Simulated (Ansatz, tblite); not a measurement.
Forces on the cluster BeCl2⁻ at its PBE-D4/def2-TZVPD geometry. The state is a doublet with charge -1.

The xTB rows come from tblite. At PBE-D4/def2-TZVPD the highest occupied level of the charge -1 doublet lies above zero (up to 1.27 eV). By energy differences its removal costs 1.32 eV (vertical, to the charge 0 singlet, at PBE-D4/def2-TZVPD); a positive level beside a positive removal energy at the same level points to self-interaction error. The structure comes from a short search, and lower isomers may exist.

GFN1-xTB (tblite), largest force 1.75 eV/Å:

```xyz
3
positions Å, forces eV/Å
Be    0.120    0.609    0.050    0.338    1.710    0.142
Cl   -1.638    0.051   -0.543   -0.878   -0.696   -0.304
Cl    1.517   -0.659    0.492    0.540   -1.015    0.162
```

GFN2-xTB (tblite), largest force 0.94 eV/Å:

```
Be 0.181 0.915 0.076
Cl -0.458 -0.375 -0.159
Cl 0.277 -0.540 0.083
```

PBE-D4/def2-TZVPD (Ansatz), largest force 0.00 eV/Å:

```
Be -0.001 -0.005 0.000
Cl 0.004 0.002 0.001
Cl -0.003 0.003 -0.001
```
